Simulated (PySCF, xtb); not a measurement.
Ga(H)2(Me) (CH₅Ga), SMILES [CH3][GaH2].

Harmonic wavenumbers (cm⁻¹) from GFN2-xTB in xtb at its own minimum, in rising order: 22, 306, 415, 514, 614, 654, 733, 1260, 1429, 1438, 1568, 1603, 2928, 2932, 2937.

Problem. What does TPSSh-D3(BJ)/def2-TZVP in PySCF give at its own minimum? (The exact figures need the calculation; the answer reports its results.)

Solution. 4, 406, 499, 564, 735, 767, 783, 1238, 1462, 1469, 1954, 1957, 3019, 3085, 3118. Paired by order, the mean absolute difference is 119 cm⁻¹ and the zero-point energies are 27.7 and 30.1 kcal/mol.
